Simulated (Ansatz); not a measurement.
**The HOMO–LUMO gap down a group: C to Sn**

One atom is swapped for its congeners: C2H2N `[CH2]C#N`; SiH2(CN); GeH2(CN); SnH2(CN). All are doublets with charge 0.

Shapes, held fixed at every level: PBE0-D4/def2-TZVP. Programs: Ansatz 0.2.0. Values in eV.

Problem. How should the HOMO–LUMO gap change along the series?

Solution. At wB97X-V/def2-TZVPP the HOMO–LUMO gap falls at every step, from 8.57 to 7.01 eV. 5 of 6 levels show this order throughout; 6 agree on the largest and the smallest. Open shells run unrestricted unless RO is named. For atoms past krypton def2 sets carry core potentials with scalar relativity. Relativity is left out for Ge unless named. Orbital gaps aren't excitation energies, and the LUMO depends on the basis.

```tsv
level	C2H2N	SiH2(CN)	GeH2(CN)	SnH2(CN)
PBE-D4/def2-TZVPP	1.72	1.65	1.35	1.11
BHLYP-D4/def2-TZVPP	6.72	5.41	5.14	4.68
PBE0-D4/def2-TZVPP	4.32	3.69	3.41	3.06
r2SCAN0-D4/def2-TZVPP	5.14	4.23	3.96	3.56
wB97M-V/def2-TZVPP	8.25	7.10	7.20	6.80
wB97X-V/def2-TZVPP	8.57	7.56	7.42	7.01
```
